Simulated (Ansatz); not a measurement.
BGeH$_{5}$, SMILES `[BH2][GeH3]`, relaxed with RKS PBE-D4/def2-SVP in Ansatz from a rough embedded geometry. The force threshold is 0.03 eV/Å; the program also tests the step.

Charge 0, multiplicity 1.

Start:

```xyz
7

B    -0.882    0.346   -0.814
Ge    0.575   -0.219    0.531
H    -0.560    0.227   -1.996
H    -1.911    0.727   -0.396
H     0.933   -1.726    0.327
H     1.852    0.656    0.363
H    -0.007   -0.010    1.986
```

Question: By how much does the energy fall, and how many steps does the optimiser take? (Estimate.)

Answer: Computed: 9.16 kJ/mol, in 4 steps.

Question: Which bonds change most? (Estimate.)

Answer: Ansatz gave: B1–H4 from 1.175 to 1.215 Å; Ge2–H7 from 1.581 to 1.552 Å; B1–H3 from 1.231 to 1.216 Å; Ge2–H5 from 1.562 to 1.558 Å.

Question: Give the relaxed structure. (An estimate is asked.)

Answer: Computed: 
```xyz
7

B    -0.870    0.339   -0.825
Ge    0.540   -0.210    0.573
H    -0.598    0.248   -2.007
H    -1.970    0.753   -0.516
H     0.952   -1.696    0.351
H     1.840    0.623    0.370
H     0.107   -0.057    2.055
```
